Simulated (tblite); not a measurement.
Start geometry of `CO/C([SiH3])=C\C[CH]F` [radical] from a force field or distance geometry (Å):
```
atom  x, y, z in Å
C1    -1.4929   -1.3223   -0.8637
O2    -1.3021   -0.7748    0.4356
C3    -0.6243    0.4367    0.3999
Si4   -1.6832    1.9986    0.2489
C5     0.7010    0.4968    0.5772
C6     1.6045   -0.6794    0.7827
C7     2.6152   -0.8138   -0.3029
F8     3.1345    0.2497   -0.9469
H9    -1.9471   -2.3130   -0.7480
H10   -0.5564   -1.4368   -1.3922
H11   -2.1930   -0.6993   -1.4452
H12   -2.5597    2.1314    1.4524
H13   -0.8143    3.1915    0.1631
H14   -2.5252    1.9098   -0.9645
H15    1.2026    1.4741    0.5790
H16    1.0446   -1.6138    0.8751
H17    2.1347   -0.5446    1.7418
H18    3.2523   -1.6846   -0.4241
```

Question: What comes out of this run: GFN2-xTB geometry optimisation, gas phase in tblite?

Answer: 
```
atom  x, y, z in Å
C1    -2.012   -1.278   -0.578
O2    -0.678   -1.026   -0.230
C3    -0.332    0.258    0.111
Si4   -1.441    1.744   -0.280
C5     0.854    0.438    0.713
C6     1.840   -0.666    0.995
C7     2.808   -0.596   -0.120
F8     3.803    0.313   -0.013
H9    -2.060   -2.337   -0.830
H10   -2.326   -0.688   -1.446
H11   -2.692   -1.074    0.255
H12   -2.739    1.601    0.387
H13   -0.748    2.931    0.209
H14   -1.665    1.842   -1.727
H15    1.186    1.440    0.933
H16    1.330   -1.628    0.987
H17    2.346   -0.505    1.948
H18    2.519   -0.763   -1.145
```

The energy falls by 0.323 eV over 223 L-BFGS steps, the largest force on an atom goes from 0.77 to 0.009 eV/Å, and the atoms move by 0.925 Å rms after alignment. The bond that changes most is Si4–H12 (ends: silicon bonded to C and 3 H; hydrogen on silicon), which shortens by 0.028 Å. Bonds longer at the end by more than 0.005 Å: 2 of 17; shorter: 11. Among the angles that change most is C5–C6–C7, from 112.4° to 104.6°. Among the dihedrals that turn most is H17–C6–C7–H18, from 71° to 178°. Rotational constants go from 2353, 895.7, 744.8 to 2705, 843.3, 698.3 MHz. The orientation of the end geometry is arbitrary; only internal coordinates are fixed.

Its GFN2-xTB frequencies are all real (lowest 40 cm⁻¹). 3 starts were optimised and ended at 0.00, 0.01 and 0.04 kcal/mol (GFN2-xTB); the lowest of these is shown.

One conformer stands for the species.

All values are computed, not measured.
